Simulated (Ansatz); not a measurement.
Isomers of C2H9BOSi, relaxed with PBE0-D4/def2-TZVP in Ansatz; electronic energies, one conformer each and not always the lowest. Functionals use def2-TZVPP; CBS adds triple-zeta CCSD(T) − MP2 to the MP2 limit of def2-TZVPP and def2-QZVPP.

Question: Order them by energy at frozen-core CCSD(T)/CBS, lowest first. (Best estimate.)
A. `BC([SiH3])OC`
B. `CB(C)O[SiH3]`
C. `BOC(C)[SiH3]`
D. `BC(C)O[SiH3]`

Answer: B (0.0 kcal/mol), C (57.0 kcal/mol), D (69.6 kcal/mol), A (101.4 kcal/mol).

Question: How do MP2/CBS(def2), B2PLYP, r2SCAN-D4, B3LYP place them (kcal/mol, against `CB(C)O[SiH3]`)? (Best estimate.)

Answer: Ansatz gave: 
```
        isomer  MP2/CBS(def2)  B2PLYP  r2SCAN-D4  B3LYP
`BC([SiH3])OC`          104.3   101.7       99.4  100.2
`BOC(C)[SiH3]`           58.9    57.0       58.1   56.4
`BC(C)O[SiH3]`           71.1    69.9       71.1   69.5
```

B3LYP here is the variant with VWN-RPA as its local correlation; programs differ in this.
